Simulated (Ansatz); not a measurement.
Ansatz results at the PBE0-D4/def2-TZVP geometry: HOMO energy (ωB97M-V/def2-TZVPP) -8.94 eV; HOMO–LUMO gap (B3LYP/def2-TZVPP) 4.45 eV; HOMO–LUMO gap (ωB97M-V/def2-TZVPP) 9.27 eV.

Each molecule was computed in one conformer, which needn't be the lowest.

Problem. Which molecule gave them?
A. `C=C(O)OC=S`
B. `O=C(S)[SeH]`
C. `[GeH3][CH2]N1C=C1`
D. `CNB(F)[SiH2]Cl`

Solution. A. The others give `CNB(F)[SiH2]Cl`: -10.34, 7.37, 11.94; `[GeH3][CH2]N1C=C1`: -8.42, 5.26, 10.18; `O=C(S)[SeH]`: -9.79, 5.77, 10.41.

B3LYP here is the variant with VWN-RPA as its local correlation; programs differ in this.
